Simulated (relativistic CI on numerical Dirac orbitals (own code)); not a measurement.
## Radial parameters of Re³⁸⁺

These numbers are calculated, not measured: Dirac-Coulomb-Breit CI, KLI orbitals optimised for each configuration, model QED (radiative potential, 1s self-energy scaled to tabulated hydrogen-like ionisation energies), unscaled Slater integrals (own radial code, finite nucleus).

Slater integrals F^k, G^k are unscaled and averaged over j, outside the closed core [Ar] 3d10; ζ comes from projecting the Hamiltonian with its Breit term on Σ l·s of the shell.

- 4s²4p⁶4d: ζ(4d) = 66186 cm⁻¹; <r>(4d) = 0.4093, <r^2>(4d) = 0.1915 (bohr units).
- 4s²4p⁶4f: ζ(4f) = 11625 cm⁻¹; <r>(4f) = 0.3817, <r^2>(4f) = 0.1646 (bohr units).
- 4s²4p⁵4d²: ζ(4p) = 525380, F^2(4d,4d) = 244820, F^4(4d,4d) = 166900, F^2(4p,4d) = 245260, G^1(4p,4d) = 303480, G^3(4p,4d) = 194770, ζ(4d) = 65923 cm⁻¹; <r>(4p) = 0.4095, <r^2>(4p) = 0.1898, <r>(4d) = 0.4094, <r^2>(4d) = 0.1915 (bohr units).

Give the Racah parameters of the d shell in 4s²4p⁵4d².

B = F²/49 − 5F⁴/441 = 3104 cm⁻¹ and C = 35F⁴/441 = 13246 cm⁻¹.

Averages of the first 10 configurations, taken without configuration mixing, which lowers the lowest level and can move excited configurations by several eV; other configurations of the list can lie among them:

```csv
Configuration,Parity,States,Average energy above the lowest level (eV)
4s²4p⁶4d,even,10,14.5
4s²4p⁶4f,odd,14,222.6
4s²4p⁵4d²,odd,270,223.6
4s4p⁶4d²,even,90,404.1
4s²4p⁵4d4f,even,840,429.2
4s4p⁶4d4f,odd,280,610.0
4s²4p⁶5s,even,2,528.0
4s²4p⁶5p,odd,6,604.7
4s²4p⁶5d,even,10,702.0
4p⁶4d³,even,120,798.3
```
